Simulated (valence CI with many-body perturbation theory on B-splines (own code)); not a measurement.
Fe⁵⁺: fill in the table

Level of theory: valence CI with perturbative core correlation (CI+MBPT): three valence electrons over a frozen Dirac-Fock core [Ar], radial functions for each j: 9 s, 9 p, 10 d, 8 f, 5 g, 3 h, 1 i, with the one-electron correlation potential Σ1, the two-electron term Σ2, the three-electron term Σ3, Breit, model QED; selected CI, second order for the rest, scaled by the run's own slope (own B-spline code, finite nucleus).

Set against measurement, 33 paired levels are off by 487 cm⁻¹ on average, the worst by 1013. These come from a selection out of Corliss and Sugar, J. Phys. Chem. Ref. Data 11, 135 (1982). Levels without a partner in it may be off by more, other configurations by 1,000 to 8,000 cm⁻¹. The list stops below the first excitations out of the core.

| Level | E (cm⁻¹) |
| --- | --- |
| 3d3 4F_3/2 | 0.0 |
| 3d3 4F_5/2 | ? |
| 3d3 4F_7/2 | ? |
| 3d3 4F_9/2 | 1991 |
| 3d3 4P_1/2 | 19293 |
| 3d3 4P_3/2 | ? |
| 3d3 4P_5/2 | 20162 |
| 3d3 2G_7/2 | 20331 |
| 3d3 2G_9/2 | ? |
| 3d3 2P_3/2 | ? |
| 3d3 2P_1/2 | ? |
| 3d3 2H_9/2 | 27946 |
| 3d3 2H_11/2 | 28418 |
| 3d3 2D_5/2 [a] | 29032 |
| 3d3 2D_3/2 [a] | 29151 |
| 3d3 2F_7/2 | 46405 |
| 3d3 2F_5/2 | 46790 |
| 3d3 2D_5/2 [b] | 72721 |
| 3d3 2D_3/2 [b] | 73053 |
| 3d2 4s 4F_3/2 | 261070 |

Names give the largest LS component (configuration and term), which can be under half, so a name can repeat, a term be missing and a line seem to break the LS rules; names also repeat where a configuration has a term twice. Letters in brackets count levels of one name in rising energy.

**Question.** The levels stand in rising order. What does the calculation give for the missing energies?

**Answer.** 3d3 4F_5/2 508; 3d3 4F_7/2 1181; 3d3 4P_3/2 19495; 3d3 2G_9/2 21017; 3d3 2P_3/2 26736; 3d3 2P_1/2 26983.
